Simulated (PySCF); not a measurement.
A survey of $^{29}$Si NMR shifts

Theoretical values (PySCF): PBE0/pcSseg-1 with gauge-including orbitals, structure optimised with GFN2-xTB. Isolated molecule, no relativistic terms, equivalent nuclei averaged, a single conformation.

Shieldings were converted by a linear fit to measured shifts: $^{29}$Si (scatter 8.9 ppm rms, 25.8 ppm with the 6 outliers that the fit left out vs TMS, solution or neat liquid). A few per cent of atoms miss by over 2 rms, more outside the fitted compound classes.

Problem. Give the $^{29}$Si shifts of `[SiH3]O[C@@H](CCl)[Si](Cl)(Cl)Cl`, `C[C@H]1C[SiH2]C=C1[SiH3]`, `C=CC[Si@@H](O)CCl`, `C=CC[Si@@H](O)CCl`, `C=C[SiH2][Si@H](Cl)CF`, `CN[SiH2][Si](O)(O)[SiH3]`, `C[C@@H](Cl)/C=C\O[SiH3]`.

Solution. 
```tsv
compound	environment	δ (ppm)
[SiH3:1][O:2][C@@H:3]([CH2:4][Cl:5])[Si:6]([Cl:7])([Cl:8])[Cl:9]	Si6: silicon bonded to C, 3 Cl	11.2
[SiH3:1][O:2][C@@H:3]([CH2:4][Cl:5])[Si:6]([Cl:7])([Cl:8])[Cl:9]	Si1: silicon bonded to O, 3 H	-35.0
[CH3:1][C@H:2]1[CH2:3][SiH2:4][CH:5]=[C:6]1[SiH3:7]	Si4: silicon bonded to 2 C, 2 H, in a 5-membered ring	-34.7
[CH3:1][C@H:2]1[CH2:3][SiH2:4][CH:5]=[C:6]1[SiH3:7]	Si7: silicon bonded to C, 3 H	-69.9
C=CC[Si@@H](O)CCl	silicon bonded to 2 C, O, H	-18.1
C=CC[Si@@H](O)CCl	silicon bonded to 2 C, O, H	-18.1
[CH2:1]=[CH:2][SiH2:3][Si@H:4]([Cl:5])[CH2:6][F:7]	Si4: silicon bonded to C, Cl, Si, H	-19.9
[CH2:1]=[CH:2][SiH2:3][Si@H:4]([Cl:5])[CH2:6][F:7]	Si3: silicon bonded to C, Si, 2 H	-63.2
[CH3:1][NH:2][SiH2:3][Si:4]([OH:5])([OH:6])[SiH3:7]	Si4: silicon bonded to 2 O, 2 Si	14.4
[CH3:1][NH:2][SiH2:3][Si:4]([OH:5])([OH:6])[SiH3:7]	Si3: silicon bonded to N, Si, 2 H	-47.8
[CH3:1][NH:2][SiH2:3][Si:4]([OH:5])([OH:6])[SiH3:7]	Si7: silicon bonded to Si, 3 H	-111.3
C[C@@H](Cl)/C=C\O[SiH3]	silicon bonded to O, 3 H	-35.6
```
